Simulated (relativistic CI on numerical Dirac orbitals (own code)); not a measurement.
Calculated at this level of theory: Dirac-Coulomb-Breit CI, separate exchange-only KLI orbitals for each configuration, model QED (radiative potential, 1s self-energy scaled to tabulated hydrogen-like ionisation energies), valence Slater integrals scaled by 0.85, P86 correlation energy added to each configuration (own radial code, finite nucleus).

Configurations in the expansion (outside the closed core [Ar] 3d10): 4s2, 4s 4p, 4s 5s, 4s 4d, 4s 5d, 4p2, 4s 6s, 4s 5p, 4s 6p, 4s 4f, 4s 7s, 4s 7p, 4s 5g, 4s 5f, 4s 6d, 4s 6g, 4d2. Levels of other configurations are missing.

For a near-neutral ion this model can misplace configurations by up to about 10,000 cm⁻¹ (more where the count of f electrons changes) and terms by 10 to 25 % of their spread. Rates follow the energies as ν³ (E1, M1) or ν⁵ (E2), so they and the lifetimes can be off by large factors. The fine structure of a lone outer electron comes out too small, for d and f at times inverted, and misplaced configurations move strength between like terms. 13 of the 13 excited levels that our extract of the measured tables holds in this range could be paired (the sources list more); they are missed by 4633 cm⁻¹ on average and 5417 at most, and levels without a partner can miss by more.

Outline of the computed level scheme of Zn I. Lowest level of each configuration: 4s2 1S_0 at 0.0000 eV; 4s 4p 3P°_0 at 3.4621 eV; 4s 5s 3S_1 at 6.0446 eV; 4s 5p 3P°_0 at 6.9871 eV; 4s 4d 1D_2 at 7.0722 eV; 4s 6s 3S_1 at 7.5457 eV; 4s 6p 3P°_0 at 7.8881 eV; 4s 5d 1D_2 at 7.8980 eV; 4s 7s 3S_1 at 8.1216 eV.

Some strong electric-dipole decays among the lowest 27 levels: 4s 4p 1P°_1 → 4s2 1S_0 (6.6e+08 s⁻¹); 4s 5p 1P°_1 → 4s2 1S_0 (2.7e+08 s⁻¹); 4s 4d 3D_3 → 4s 4p 3P°_2 (1.6e+08 s⁻¹); 4s 6p 1P°_1 → 4s2 1S_0 (1.5e+08 s⁻¹); 4s 4d 3D_2 → 4s 4p 3P°_1 (1.2e+08 s⁻¹); 4s 4d 3D_1 → 4s 4p 3P°_0 (8.7e+07 s⁻¹); 4s 5s 3S_1 → 4s 4p 3P°_2 (7.4e+07 s⁻¹); 4s 5d 3D_3 → 4s 4p 3P°_2 (7.3e+07 s⁻¹).

Rates of lines that live on the mixing of spin multiplicities can be off by large factors.
